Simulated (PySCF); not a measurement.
Species: C6H10N (doublet state).
Geometry (GFN2-xTB, Å), atoms numbered from 1 in this order:
```
atom  x, y, z in Å
C1     3.1628   -0.2745   -0.5693
C2     1.7588    0.1703   -0.7495
N3     0.7799   -0.5614   -0.2965
C4    -0.4607   -0.2258   -0.1686
C5    -1.2406    1.0639   -0.1609
C6    -2.5081    0.2320    0.1119
C7    -1.6673   -1.0605    0.1170
H8     3.7380    0.4824   -0.0328
H9     3.1867   -1.2047   -0.0094
H10    3.6478   -0.4230   -1.5360
H11    1.5849    1.0881   -1.3135
H12   -1.2322    1.6001   -1.1123
H13   -0.9638    1.7665    0.6269
H14   -3.2472    0.2778   -0.6847
H15   -2.9956    0.4539    1.0583
H16   -1.6335   -1.5856    1.0727
H17   -1.9168   -1.7874   -0.6574
```

The hyperfine couplings belong to this conformer and change with its torsions.

Identity: `C/C=N/[C]1CCC1` [radical].

Method: PySCF, UKS B3LYP, pcH-1 on C H N, non-relativistic, mean-field spin-orbit, GIAO. The structure is a single GFN2-xTB conformer in the gas phase; no vibrational or solvent corrections. Couplings are sensitive to structure, and on GFN2-xTB geometries they can be far from those on DFT ones. The frame is twisted about the C2–N3 bond at this geometry (dihedral H11–C2–N3–C4 = -16°); couplings at other torsion angles weren't computed. No stability test was run, so a lower SCF solution isn't excluded.

The largest Mulliken spin populations are on C2 (+0.60), C4 (+0.54) and N3 (-0.14). The positive populations add up to 1.32 and the negative ones to -0.32, together 2S = 1. The angles at C2 add up to 359.9°, so it is planar; its axial dipolar tensor and the negative coupling of its proton fit spin in a p orbital normal to that plane.

Q: How do the β-proton couplings of this frozen conformer go with θ, the angle between the C–H bond and the normal to the plane of the spin centre's three neighbours, both seen down the bond from centre to carbon?

A: 
```json
{"β H": "H8", "on": "C1", "centre": "C2", "θ (°)": "31", "cos²θ": "0.73", "a (G)": "+22.25"}
{"β H": "H9", "on": "C1", "centre": "C2", "θ (°)": "89", "cos²θ": "0.00", "a (G)": "+0.64"}
{"β H": "H10", "on": "C1", "centre": "C2", "θ (°)": "30", "cos²θ": "0.75", "a (G)": "+26.50"}
{"β H": "H12", "on": "C5", "centre": "C4", "θ (°)": "27", "cos²θ": "0.80", "a (G)": "+23.70"}
{"β H": "H13", "on": "C5", "centre": "C4", "θ (°)": "27", "cos²θ": "0.79", "a (G)": "+17.57"}
{"β H": "H16", "on": "C7", "centre": "C4", "θ (°)": "27", "cos²θ": "0.80", "a (G)": "+25.21"}
{"β H": "H17", "on": "C7", "centre": "C4", "θ (°)": "28", "cos²θ": "0.79", "a (G)": "+21.63"}
```

Fitting the Heller–McConnell form a = ρ(B0 + B2 cos²θ), with Mulliken ρ = 0.60 and 0.54, gives B0 = 1.2 G and B2 = 51.2 G, with a largest miss of 4.9 G.

Q: What would the freely rotating methyl group on C1 show?

A: Three equal couplings, a 1:3:3:1 quartet. The mean of the three values of this geometry estimates the splitting: 16.5 G, or 46.1 MHz (three bonds 120° apart have a mean cos²θ of 1/2 at any torsion).

Couplings in gauss use g_iso = 2.0024.
